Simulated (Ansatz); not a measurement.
Energy difference R1 → P1 + P2, each structure at its B3LYP-D3(BJ)/def2-TZVP stationary point, reached from a drawn start (curvature not checked).
R1, Cl2CrO2 (SMILES [O][Cr]([O])([Cl])[Cl]) (charge 0, multiplicity 1):
```xyz
5

Cr    -0.06959     0.02134     0.10137
O     -1.51693     0.57903     0.09605
O      0.37639    -0.22896     1.56571
Cl    -0.02010    -1.80890    -0.96862
Cl     1.23013     1.43739    -0.79451
```
P1, Cl2CrO (SMILES [O][Cr]([Cl])[Cl]) (charge 0, multiplicity 3):
```xyz
4

Cr    -0.10788    -0.03764    -0.11471
O     -1.13553    -0.39616    -1.20736
Cl     0.82045    -1.57519     1.06216
Cl     0.42306     2.00899     0.25991
```
P2: O atom, charge 0, multiplicity 3.

| level | reaction energy (eV) | cost |
|---|---|---|
| HF/def2-SVP | -5.779 | - |
| SVWN5/def2-TZVPP | 6.666 | ×0.4 |
| PBE/def2-TZVPP | 5.362 | ×1 |
| BLYP/def2-TZVPP | 5.108 | ×0.8 |
| revPBE/def2-TZVPP | 4.953 | ×0.7 |
| B2PLYP/def2-TZVPP | 5.755 | ×2 |
| MP2/def2-SVP | 10.800 | - |
| MP2/def2-TZVPP | 11.147 | - |
| SCS-MP2/def2-QZVPP | 10.125 | - |
| CCSD/def2-SVP | 1.890 | - |
| CCSD/def2-TZVPP | 2.147 | - |
| CCSD(T)/def2-SVP | 3.429 | ×1 |
| CCSD(T)/def2-TZVPP | 3.928 | ×20 |
| CCSD(T)/CBS(def2-TZVPP, def2-QZVPP) | 4.047 | ×300* |

P less R. No zero-point or thermal terms; singlets are restricted closed shells; open shells are unrestricted; no spin–orbit coupling. The spin states of the d-block species are the ones drawn and need not be the lowest.

Frozen-core correlation throughout. CBS: X⁻³ extrapolation of the correlation energy, Hartree–Fock from the larger set.

Doubts at one or more of the structures used: a spin-contaminated determinant (HF/def2-SVP, B2PLYP/def2-TZVPP, MP2/def2-SVP, MP2/def2-TZVPP, SCS-MP2/def2-QZVPP, CCSD/def2-SVP, CCSD/def2-TZVPP, CCSD(T)/def2-SVP, CCSD(T)/def2-TZVPP, CCSD(T)/CBS(def2-TZVPP, def2-QZVPP)); T1 above 0.05 (CCSD/def2-SVP, CCSD/def2-TZVPP, CCSD(T)/def2-SVP, CCSD(T)/def2-TZVPP, CCSD(T)/CBS(def2-TZVPP, def2-QZVPP)); a doubt about the state reached (CCSD/def2-SVP, CCSD/def2-TZVPP, CCSD(T)/def2-SVP, CCSD(T)/def2-TZVPP, CCSD(T)/CBS(def2-TZVPP, def2-QZVPP)).

Programs: Ansatz (a quantum-chemistry and plane-wave program) with Gaussian orbitals. No computed number here is a measurement.

Costs are rough ratios of core time to PBE/def2-TZVPP (about 24 s over the structures, on one shared machine); a dash marks a level with no comparable run of its own. A star marks coupled-cluster runs past 200 virtual orbitals, where the program's memory plan changes under this machine's limit, so their costs aren't comparable with smaller runs.
